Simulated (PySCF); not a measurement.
Basis-set dependence of population analyses: `C#C[Si@@H](Cl)B(Cl)Cl`

C2H2BCl3Si.
Atom-mapped SMILES: `[CH:1]#[C:2][Si@@H:3]([Cl:4])[B:5]([Cl:6])[Cl:7]` (hydrogens: H8 on C1; H9 on Si3)

PBE0 throughout (PySCF), one geometry, spherical d and f functions. One conformer (not necessarily the lowest) at the PBE0-D3(BJ)/def2-SVP geometry, without solvent, vibrations or thermal averaging. Atoms taken as equivalent share a column and are averaged. The first 7 of 8 kinds of atom are listed.

Mulliken charges (e):

```tsv
basis	functions	C1	C2	Si3	Cl4	B5	Cl6/Cl7	H8
STO-3G	53	-0.115	-0.232	+0.699	-0.327	+0.166	-0.123	+0.127
6-31G	83	-0.292	-0.232	+0.753	-0.275	-0.201	+0.014	+0.280
pcSseg-0	83	-0.339	-0.411	+0.967	-0.347	+0.059	-0.129	+0.298
6-31G*	118	-0.171	-0.159	+0.493	-0.257	-0.044	-0.039	+0.250
cc-pVDZ	124	-0.131	-0.027	+0.466	-0.224	-0.014	-0.043	+0.032
def2-SVP	124	-0.211	-0.031	+0.520	-0.255	+0.021	-0.036	+0.060
aug-cc-pVDZ	195	+1.254	-0.763	+0.272	-0.453	+0.254	-0.230	-0.468
6-311+G(2d,p)	233	-0.184	+0.001	+0.342	-0.207	+0.232	-0.161	+0.169
def2-TZVP	253	-0.157	-0.176	+0.342	-0.229	+0.161	-0.066	+0.190
cc-pVTZ	254	-0.072	-0.225	+0.411	-0.224	+0.019	-0.032	+0.165
IGLO-III	301	-0.219	-0.237	+0.890	-0.391	+0.068	-0.070	+0.166
pcSseg-2	308	-0.002	-0.226	+0.579	-0.265	+0.136	-0.105	+0.062
```

IAO charges (e):

```json
{"basis": "STO-3G", "functions": "53", "C1": "-0.123", "C2": "-0.309", "Si3": "+0.741", "Cl4": "-0.276", "B5": "-0.165", "Cl6/Cl7": "+0.019", "H8": "+0.166"}
{"basis": "6-31G", "functions": "83", "C1": "-0.144", "C2": "-0.309", "Si3": "+0.681", "Cl4": "-0.280", "B5": "-0.120", "Cl6/Cl7": "+0.008", "H8": "+0.212"}
{"basis": "pcSseg-0", "functions": "83", "C1": "-0.131", "C2": "-0.316", "Si3": "+0.673", "Cl4": "-0.274", "B5": "-0.119", "Cl6/Cl7": "+0.010", "H8": "+0.203"}
{"basis": "6-31G*", "functions": "118", "C1": "-0.138", "C2": "-0.344", "Si3": "+0.802", "Cl4": "-0.303", "B5": "-0.104", "Cl6/Cl7": "-0.012", "H8": "+0.207"}
{"basis": "cc-pVDZ", "functions": "124", "C1": "-0.154", "C2": "-0.335", "Si3": "+0.797", "Cl4": "-0.300", "B5": "-0.094", "Cl6/Cl7": "-0.013", "H8": "+0.208"}
{"basis": "def2-SVP", "functions": "124", "C1": "-0.148", "C2": "-0.334", "Si3": "+0.797", "Cl4": "-0.297", "B5": "-0.099", "Cl6/Cl7": "-0.008", "H8": "+0.202"}
{"basis": "aug-cc-pVDZ", "functions": "195", "C1": "-0.162", "C2": "-0.334", "Si3": "+0.804", "Cl4": "-0.305", "B5": "-0.090", "Cl6/Cl7": "-0.016", "H8": "+0.213"}
{"basis": "6-311+G(2d,p)", "functions": "233", "C1": "-0.160", "C2": "-0.344", "Si3": "+0.829", "Cl4": "-0.306", "B5": "-0.103", "Cl6/Cl7": "-0.013", "H8": "+0.213"}
{"basis": "def2-TZVP", "functions": "253", "C1": "-0.160", "C2": "-0.346", "Si3": "+0.839", "Cl4": "-0.309", "B5": "-0.102", "Cl6/Cl7": "-0.014", "H8": "+0.213"}
{"basis": "cc-pVTZ", "functions": "254", "C1": "-0.160", "C2": "-0.343", "Si3": "+0.827", "Cl4": "-0.308", "B5": "-0.096", "Cl6/Cl7": "-0.015", "H8": "+0.213"}
{"basis": "IGLO-III", "functions": "301", "C1": "-0.163", "C2": "-0.345", "Si3": "+0.833", "Cl4": "-0.304", "B5": "-0.108", "Cl6/Cl7": "-0.011", "H8": "+0.213"}
{"basis": "pcSseg-2", "functions": "308", "C1": "-0.158", "C2": "-0.346", "Si3": "+0.834", "Cl4": "-0.307", "B5": "-0.104", "Cl6/Cl7": "-0.013", "H8": "+0.213"}
```

Hirshfeld charges (e):

```
        basis  functions      C1      C2     Si3     Cl4      B5  Cl6/Cl7      H8
       STO-3G         53  -0.072  -0.162  +0.487  -0.268  +0.222   -0.119  +0.084
        6-31G         83  -0.054  -0.165  +0.292  -0.156  +0.084   -0.032  +0.114
     pcSseg-0         83  -0.056  -0.170  +0.316  -0.148  +0.064   -0.029  +0.109
       6-31G*        118  -0.055  -0.158  +0.286  -0.143  +0.101   -0.044  +0.114
      cc-pVDZ        124  -0.062  -0.159  +0.295  -0.126  +0.076   -0.034  +0.108
     def2-SVP        124  -0.063  -0.160  +0.289  -0.117  +0.066   -0.027  +0.106
  aug-cc-pVDZ        195  -0.064  -0.169  +0.297  -0.122  +0.078   -0.033  +0.107
6-311+G(2d,p)        233  -0.063  -0.169  +0.293  -0.119  +0.072   -0.031  +0.109
    def2-TZVP        253  -0.063  -0.164  +0.290  -0.118  +0.078   -0.034  +0.107
      cc-pVTZ        254  -0.063  -0.161  +0.292  -0.122  +0.079   -0.036  +0.107
     IGLO-III        301  -0.068  -0.167  +0.289  -0.108  +0.068   -0.029  +0.106
     pcSseg-2        308  -0.062  -0.167  +0.296  -0.122  +0.080   -0.035  +0.108
```

ESP-fitted charges (e):

| basis | functions | C1 | C2 | Si3 | Cl4 | B5 | Cl6/Cl7 | H8 |
| --- | --- | --- | --- | --- | --- | --- | --- | --- |
| STO-3G | 53 | -0.263 | -0.084 | +0.430 | -0.285 | +0.380 | -0.177 | +0.216 |
| 6-31G | 83 | -0.290 | -0.114 | +0.363 | -0.249 | +0.257 | -0.115 | +0.296 |
| pcSseg-0 | 83 | -0.265 | -0.189 | +0.452 | -0.259 | +0.310 | -0.144 | +0.297 |
| 6-31G* | 118 | -0.302 | -0.078 | +0.254 | -0.172 | +0.152 | -0.068 | +0.300 |
| cc-pVDZ | 124 | -0.312 | -0.068 | +0.222 | -0.143 | +0.118 | -0.050 | +0.296 |
| def2-SVP | 124 | -0.297 | -0.092 | +0.260 | -0.146 | +0.109 | -0.047 | +0.290 |
| aug-cc-pVDZ | 195 | -0.367 | -0.010 | +0.176 | -0.132 | +0.129 | -0.054 | +0.315 |
| 6-311+G(2d,p) | 233 | -0.367 | -0.023 | +0.197 | -0.129 | +0.086 | -0.038 | +0.321 |
| def2-TZVP | 253 | -0.364 | -0.019 | +0.192 | -0.125 | +0.097 | -0.043 | +0.316 |
| cc-pVTZ | 254 | -0.354 | -0.032 | +0.206 | -0.132 | +0.105 | -0.046 | +0.312 |
| IGLO-III | 301 | -0.359 | -0.004 | +0.126 | -0.103 | +0.100 | -0.038 | +0.311 |
| pcSseg-2 | 308 | -0.351 | -0.048 | +0.248 | -0.151 | +0.130 | -0.060 | +0.314 |

Some averages cover members that differ in this geometry, most widely: Cl6/Cl7, Mulliken in aug-cc-pVDZ -0.244 to -0.216 e.

**Question.** Which scheme is steadiest as the basis changes?

**Answer.** Largest range over the bases for any column: IAO 0.17 e, Hirshfeld 0.20 e, ESP-fitted 0.33 e, Mulliken 1.59 e. IAO charges move least and Mulliken charges most, counted in e. Without the minimal STO-3G basis the ranges are IAO 0.17, Hirshfeld 0.05, ESP-fitted 0.33, Mulliken 1.59 e.

**Question.** How much do the charges still move between the two largest bases, IGLO-III and pcSseg-2?

**Answer.** At most, over all atoms: Mulliken 0.310 e, IAO 0.005 e, Hirshfeld 0.014 e, ESP-fitted 0.122 e.

**Question.** What do the same runs give for the total energy, the frontier levels and the dipole moment?

**Answer.** 
```tsv
basis	energy (Eh)	HOMO (eV)	LUMO (eV)	μ (D)
STO-3G	-1752.1534	-6.41	-0.40	2.41
6-31G	-1771.5230	-8.31	-2.75	2.61
pcSseg-0	-1769.5668	-8.51	-2.94	2.50
6-31G*	-1771.6375	-8.11	-2.52	2.10
cc-pVDZ	-1771.7357	-8.08	-2.42	1.76
def2-SVP	-1771.1203	-8.04	-2.35	1.69
aug-cc-pVDZ	-1771.7482	-8.20	-2.59	1.70
6-311+G(2d,p)	-1771.7936	-8.21	-2.62	1.69
def2-TZVP	-1771.8070	-8.16	-2.55	1.64
cc-pVTZ	-1771.8259	-8.16	-2.53	1.67
IGLO-III	-1771.7931	-8.15	-2.52	1.52
pcSseg-2	-1771.8381	-8.23	-2.62	1.79
```

The dipole is fixed by the density alone, so its range of 1.09 D shows that the density itself changes with the basis, not only its division among atoms.
